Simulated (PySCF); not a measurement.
C₅H₁₀SSi.
SMILES with atom numbers: `[CH3:1]/[CH:2]=[CH:3]\[CH:4]=[CH:5]/[S:6][SiH3:7]` (hydrogens: H8, H9, H10 on C1; H11 on C2; H12 on C3; H13 on C4; H14 on C5; H15, H16, H17 on Si7)

Cartesian coordinates in Å at the GFN2-xTB level; atoms count from 1:
```xyz
17
C5H10SSi angstrom
C     -3.3457    0.2415   -0.4317
C     -2.1536    0.1742   -1.3252
C     -0.8692    0.1283   -0.9623
C     -0.3568    0.1344    0.3819
C      0.9422    0.0871    0.6953
S      2.2437    0.0093   -0.4871
Si     3.9577   -0.0351    0.8071
H     -3.0755    0.2541    0.6192
H     -3.9934   -0.6165   -0.6141
H     -3.9236    1.1391   -0.6534
H     -2.3894    0.1620   -2.3818
H     -0.1093    0.0814   -1.7313
H     -1.0623    0.1800    1.2000
H      1.2700    0.0943    1.7231
H      3.8474   -1.2130    1.6614
H      3.9440    1.1804    1.6145
H      5.0668   -0.0984   -0.1255
```

The closed-shell ground state was solved at several levels (PySCF, density fitting, gas phase, non-relativistic).

| level | basis functions | total energy (Eh) | HOMO (eV) | LUMO (eV) | gap (eV) | dipole (D) |
| --- | --- | --- | --- | --- | --- | --- |
| CAM-B3LYP/def2-SVPD | 231 | -883.7570 | -7.11 | 0.22 | 7.33 | 1.20 |
| PBE0/pcSseg-1 | 183 | -883.6513 | -5.94 | -0.77 | 5.17 | 1.30 |

Question: Estimate the row for PBE0/def2-SVPD, a basis of 231 functions; the other rows only guide the guess.

Answer: Total energy -883.3651 Eh, HOMO -5.96 eV, LUMO -0.86 eV, gap 5.10 eV, dipole 1.18 D.

Question: Over all these levels, which gives the widest orbital gap and which the narrowest?

Answer: CAM-B3LYP/def2-SVPD (range-separated hybrid) has the widest, 7.33 eV, and PBE0/def2-SVPD (global hybrid, 25 % exact exchange) the narrowest, 5.10 eV. The two share the basis. From the narrowest to the widest the HOMO moves by -1.15 eV and the LUMO by +1.08 eV.

Question: How far do the dipole and the HOMO energy spread over the levels?

Answer: The dipole runs from 1.18 to 1.30 D (mean 1.23 D) and the HOMO from -7.11 to -5.94 eV.

One conformer stands for the species.
